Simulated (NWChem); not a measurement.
AlH$_{3}$SO$_{2}$; SMILES [OH][Al]([SH])[OH]

```xyz
7

Al     0.0674     0.4585     0.0000
O     -1.2018     1.5822     0.0000
H     -2.1422     1.4029     0.0000
O      1.6771     0.9895     0.0000
H      1.9462     1.9094     0.0000
S     -0.2586    -1.6936     0.0000
H      1.0708    -1.9394     0.0000
```
Atoms are numbered in this order, from 1.

Level: PBE0/def2-SVP (NWChem), optimised geometry, unscaled harmonic frequencies. 

Question: List the harmonic frequencies with IR intensities, and the thermochemistry.

Answer: 
```tsv
frequency (cm⁻¹)	IR intensity (km/mol)
162	12.7
207	72.2
219	26.1
252	42.8
300	86.2
327	133.6
462	24.4
535	153.0
583	192.8
642	26.3
830	149.4
964	119.9
2717	1.2
3985	115.2
4001	111.7
```

```json
{
  "zero_point_energy": "23.1 kcal/mol",
  "thermal correction to the enthalpy at 298.15 K (with zero-point energy)": "27.9 kcal/mol",
  "heat capacity Cv": "22.1 cal/(mol K)",
  "entropy at 298.15 K and 1 atm (symmetry number 1)": "79.4 cal/(mol K)",
  "dipole_moment": "1.18 D"
}
```

Rigid rotor and harmonic oscillator.
